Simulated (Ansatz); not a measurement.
V(NH)Cl3 (VNCl₃H), relaxed as a singlet with RKS PBE-D4/def2-SVP in Ansatz, starting from the GFN2-xTB geometry. Force threshold 0.02 eV/Å.

The restricted singlet is unstable towards broken spin symmetry in Hartree–Fock (as tested in another run); at PBE-D4/def2-SVP this wasn't settled.

Start:

Cartesian coordinates in Å:
```
V 0.002 -0.361 -0.030
N -0.010 1.228 0.098
H -0.011 2.243 0.186
Cl 1.888 -1.043 0.173
Cl -0.712 -0.900 -1.838
Cl -1.158 -1.167 1.411
```

(1) Estimate the energy that the relaxation releases and the steps that it takes.

(2) Does the start keep its bonding and symmetry?

(3) Predict the relaxed structure.

## Answers

(1) 0.63 eV, in 7 steps; 15 s on 2 threads of Arm Neoverse V2 on a shared host. No frequencies were taken in this run, so the end may be a saddle point.

(2) By distances, no bond broke or formed. The bond that changes most is V1–Cl4, from 2.02 to 2.16 Å (atoms count from 1). Point group C3v at the start, C3v at the end, both within 0.05 Å.

(3) 
```xyz
6

V     0.003   -0.386   -0.032
N    -0.008    1.212    0.099
H    -0.015    2.238    0.183
Cl    2.049   -1.031    0.196
Cl   -0.772   -0.871   -1.986
Cl   -1.256   -1.162    1.539
```
Bond lengths: 3 × Cl–V 2.16 Å; 1 × N–V 1.60 Å; 1 × H–N 1.03 Å.
